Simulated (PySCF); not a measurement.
Isomers of C5H7FO2Si, mass 146.020 u with the commonest isotopes. Theory: wB97X-D/def2-SVPD in PySCF (dipole) on a GFN2-xTB geometry, gas phase. One conformer each, none proved a minimum here; rigid rotors.

Question: Order these by radius of gyration √(Σ m r²/M), largest first.
A. `[CH3:1][C:2](=[O:3])[SiH2:4]/[C:5]([F:6])=[CH:7]\[CH:8]=[O:9]` with C1–C2–Si4–C5 -167°, C2–Si4–C5–F6 -116°, C5–C7–C8–O9 6°
B. `[O:1]=[C:2]([OH:3])[C:4]1=[CH:5][C@H:6]1[SiH2:7][CH2:8][F:9]` with O1–C2–O3–H 0°, O1–C2–C4–C5 -167°, C5–C6–Si7–C8 134°, C6–Si7–C8–F9 -178°
C. `[CH3:1][O:2][C:3]1=[CH:4][Si@@H:5]([OH:6])[CH:7]=[C:8]1[F:9]` with C1–O2–C3–C4 1°, C4–Si5–O6–H 53°
D. `[O:1]=[C:2]([OH:3])[C:4]1=[CH:5][C@@H:6]1[CH2:7][SiH2:8][F:9]` with O1–C2–O3–H 0°, O1–C2–C4–C5 153°, C5–C6–C7–Si8 -147°, C6–C7–Si8–F9 -67°

Answer: B (2.453 Å), D (2.416 Å), C (2.216 Å), A (2.066 Å).

Question: Order these by rotational constant B, largest first.
A. `[O:1]=[C:2]([OH:3])[C:4]1=[CH:5][C@@H:6]1[CH2:7][SiH2:8][F:9]` with O1–C2–O3–H 0°, O1–C2–C4–C5 153°, C5–C6–C7–Si8 -147°, C6–C7–Si8–F9 -67°
B. `[O:1]=[C:2]([OH:3])[C:4]1=[CH:5][C@H:6]1[SiH2:7][CH2:8][F:9]` with O1–C2–O3–H 0°, O1–C2–C4–C5 -167°, C5–C6–Si7–C8 134°, C6–Si7–C8–F9 -178°
C. `[CH3:1][O:2][C:3]1=[CH:4][Si@@H:5]([OH:6])[CH:7]=[C:8]1[F:9]` with C1–O2–C3–C4 1°, C4–Si5–O6–H 53°
D. `[CH3:1][C:2](=[O:3])[SiH2:4]/[C:5]([F:6])=[CH:7]\[CH:8]=[O:9]` with C1–C2–Si4–C5 -167°, C2–Si4–C5–F6 -116°, C5–C7–C8–O9 6°

Answer: D (1098 MHz), C (1003 MHz), B (750.3 MHz), A (735.0 MHz).

Question: Order these by rotational constant C, largest first.
A. `[O:1]=[C:2]([OH:3])[C:4]1=[CH:5][C@@H:6]1[CH2:7][SiH2:8][F:9]` with O1–C2–O3–H 0°, O1–C2–C4–C5 153°, C5–C6–C7–Si8 -147°, C6–C7–Si8–F9 -67°
B. `[CH3:1][O:2][C:3]1=[CH:4][Si@@H:5]([OH:6])[CH:7]=[C:8]1[F:9]` with C1–O2–C3–C4 1°, C4–Si5–O6–H 53°
C. `[CH3:1][C:2](=[O:3])[SiH2:4]/[C:5]([F:6])=[CH:7]\[CH:8]=[O:9]` with C1–C2–Si4–C5 -167°, C2–Si4–C5–F6 -116°, C5–C7–C8–O9 6°
D. `[O:1]=[C:2]([OH:3])[C:4]1=[CH:5][C@H:6]1[SiH2:7][CH2:8][F:9]` with O1–C2–O3–H 0°, O1–C2–C4–C5 -167°, C5–C6–Si7–C8 134°, C6–Si7–C8–F9 -178°

Answer: C (928.4 MHz), B (724.1 MHz), A (620.7 MHz), D (590.8 MHz).

```
                   SMILES  point group  Ia (u·Å²)  Ib (u·Å²)  Ic (u·Å²)      κ  μa (D)  μb (D)  μc (D)
 O=C(O)C1=C[C@H]1[SiH2]CF           C1     228.23     673.58     855.45  -0.80    3.09    2.32    0.20
    COC1=C[Si@@H](O)C=C1F           C1     232.66     504.01     697.97  -0.62    0.61    2.07    0.84
  CC(=O)[SiH2]/C(F)=C\C=O           C1     241.98     460.48     544.38  -0.71    0.67    1.35    1.37
O=C(O)C1=C[C@@H]1C[SiH2]F           C1     203.30     687.64     814.26  -0.88    2.21    2.12    1.29
```
